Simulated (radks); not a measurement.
Ionisation of neutral mercury, [Hg], to [Xe] 4f14 5d10 6s1 as the strength of local exchange is varied. Calculated with a radial shooting solver on a logarithmic mesh with Libxc functionals: scalar-relativistic Kohn-Sham, Slater X-alpha exchange (alpha = 2/3 is LDA exchange), no correlation, spin-polarised, spherical densities, point nucleus.

alpha  E(Hg) (hartree)  exchange (hartree)  IE (eV)  -e of the level emptied (eV)  <r> of it (bohr)
0.655      -19597.4155           -344.8777    9.532                    5.942 (6s)             2.732
0.667      -19603.7716           -351.3172    9.627                    6.033 (6s)             2.724
0.672      -19606.4206           -354.0016    9.667                    6.072 (6s)             2.721
0.829      -19689.7935           -438.6739   10.944                    7.320 (6s)             2.619
0.857      -19704.7019           -453.8526   11.179                    7.552 (6s)             2.601
0.873      -19713.2264           -462.5367   11.314                    7.686 (6s)             2.592
0.933      -19745.2277           -495.1706   11.827                    8.195 (6s)             2.556

NIST Atomic Spectra Database: 10.438 eV (measured). The Delta-SCF value meets it near alpha = 0.77.
